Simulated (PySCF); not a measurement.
Mayer bond orders and bond lengths

C6H12ClFO.
Atom-mapped SMILES: `[CH3:1][C@@H:2]([F:3])[CH2:4][CH2:5][C@H:6]([Cl:7])[CH2:8][OH:9]` (hydrogens: H10, H11, H12 on C1; H13 on C2; H14, H15 on C4; H16, H17 on C5; H18 on C6; H19, H20 on C8; H21 on O9)

Structure used (GFN2-xTB), in Å, numbered top down from 1:
```xyz
21
C6H12ClFO angstrom
C     -3.0963    0.7876   -0.2085
C     -1.7670    0.2196    0.2632
F     -2.0141   -0.7671    1.2073
C     -0.9577   -0.3948   -0.8760
C      0.4031   -0.9353   -0.4302
C      1.4143    0.1441   -0.0746
Cl     1.7084    1.2042   -1.5028
C      2.7633   -0.4369    0.3518
O      3.6714    0.5494    0.7486
H     -3.6779    1.1298    0.6441
H     -2.9208    1.6247   -0.8777
H     -3.6648    0.0241   -0.7339
H     -1.1900    0.9873    0.7934
H     -0.8232    0.3574   -1.6537
H     -1.5383   -1.2194   -1.2946
H      0.8170   -1.5530   -1.2300
H      0.2627   -1.5682    0.4490
H      1.0436    0.8077    0.7093
H      3.1735   -1.0442   -0.4686
H      2.6155   -1.0800    1.2233
H      3.7684    1.1802    0.0222
```

Bond orders from the PBE0/pcSseg-1 density (PySCF). One conformer (not necessarily the lowest) at the GFN2-xTB geometry, without solvent, vibrations or thermal averaging.

(1) Where do the orders between heavy atoms depart from those drawn in the SMILES?

(2) Set the Mayer orders of the bonds beside their lengths.

Results:

(1) The largest departure is 0.147, at C2–F3 (drawn single, 0.853). Drawn single, order below 0.88: C2–F3 (0.853).

(2) 
```json
{"bond": "C1–C2", "drawn as": "single", "length (Å)": "1.521", "Mayer order": "1.057"}
{"bond": "C2–F3", "drawn as": "single", "length (Å)": "1.388", "Mayer order": "0.853"}
{"bond": "C2–C4", "drawn as": "single", "length (Å)": "1.526", "Mayer order": "0.996"}
{"bond": "C4–C5", "drawn as": "single", "length (Å)": "1.531", "Mayer order": "1.058"}
{"bond": "C5–C6", "drawn as": "single", "length (Å)": "1.521", "Mayer order": "0.978"}
{"bond": "C6–Cl7", "drawn as": "single", "length (Å)": "1.803", "Mayer order": "0.966"}
{"bond": "C6–C8", "drawn as": "single", "length (Å)": "1.529", "Mayer order": "0.987"}
{"bond": "C8–O9", "drawn as": "single", "length (Å)": "1.398", "Mayer order": "0.969"}
{"bond": "C1–H10", "drawn as": "single", "length (Å)": "1.087", "Mayer order": "0.960"}
{"bond": "C1–H11", "drawn as": "single", "length (Å)": "1.086", "Mayer order": "0.956"}
{"bond": "C1–H12", "drawn as": "single", "length (Å)": "1.087", "Mayer order": "0.958"}
{"bond": "C2–H13", "drawn as": "single", "length (Å)": "1.097", "Mayer order": "0.935"}
{"bond": "C4–H14", "drawn as": "single", "length (Å)": "1.090", "Mayer order": "0.933"}
{"bond": "C4–H15", "drawn as": "single", "length (Å)": "1.092", "Mayer order": "0.943"}
{"bond": "C5–H16", "drawn as": "single", "length (Å)": "1.092", "Mayer order": "0.944"}
{"bond": "C5–H17", "drawn as": "single", "length (Å)": "1.092", "Mayer order": "0.926"}
{"bond": "C6–H18", "drawn as": "single", "length (Å)": "1.092", "Mayer order": "0.908"}
{"bond": "C8–H19", "drawn as": "single", "length (Å)": "1.100", "Mayer order": "0.940"}
{"bond": "C8–H20", "drawn as": "single", "length (Å)": "1.093", "Mayer order": "0.937"}
{"bond": "O9–H21", "drawn as": "single", "length (Å)": "0.967", "Mayer order": "0.941"}
```

By pair of heavy elements: C–C: lowest C5–C6 (0.978, 1.521 Å), highest C4–C5 and C1–C2 (1.058, 1.531 Å); in 2 of the 10 pairs the longer bond (by over 0.003 Å) has the higher order (by 0.02 or more). Bonds named together lie within 0.004.

Problem. Sum the orders of all bonds at each heavy atom with more than one neighbour and set the sums beside the valence in the SMILES.

Solution. C1 3.931 (drawn 4), C2 3.841 (drawn 4), C4 3.930 (drawn 4), C5 3.906 (drawn 4), C6 3.839 (drawn 4), C8 3.833 (drawn 4), O9 1.910 (drawn 2). Orders between atoms that aren't bonded are not in these sums.

The Mayer order sums products of elements of PS (density times overlap matrix) between the two atoms' basis functions, so it depends on the basis set.

These values come from a run that also computed NMR shieldings. Hardware: an Intel Xeon at 2.50 GHz with one thread, no GPU, shared host with 64 logical CPUs at a one-minute load of 64. Cost: 2.5 min (with the writing of density and orbital grids), 0.98 GiB resident at most.
